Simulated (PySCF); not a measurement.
Computed shifts of a molecule C₃H₆FNSi, PySCF with PBE/pcSseg-1, GIAO, gas phase, atoms alike by connectivity averaged where their shifts nearly agree, in ppm (number of nuclei): ¹⁵N: 307.2 (1). ¹³C: 121.7 (1), 14.8 (1), 14.7 (1). ²⁹Si: 15.7 (1). ¹⁹F: -249.2 (1). ¹H: 5.90 (1), 5.59 (1), 2.76 (1), 2.44 (1), 1.72 (1), 1.19 (1). References: ¹⁵N against NH3 (σ = 267.0 ppm); ¹³C against TMS (σ = 182.0 ppm); ²⁹Si against TMS (σ = 335.4 ppm); ¹⁹F against CFCl3 (σ = 133.6 ppm); ¹H against TMS (σ = 31.49 ppm), references at their B3LYP-D3(BJ)/def2-TZVP geometries, non-relativistic. The structure is a stationary point at B3LYP-D3(BJ)/def2-SVP. The values are those of a single conformer.

Pick the molecule that these values belong to.
(A) NC=C=C(F)[SiH3]
(B) N[Si@@H]1CC=C1F
(C) N#CCC[SiH2]F
(D) C=C/N=C/[SiH2]F

C, N#CCC[SiH2]F
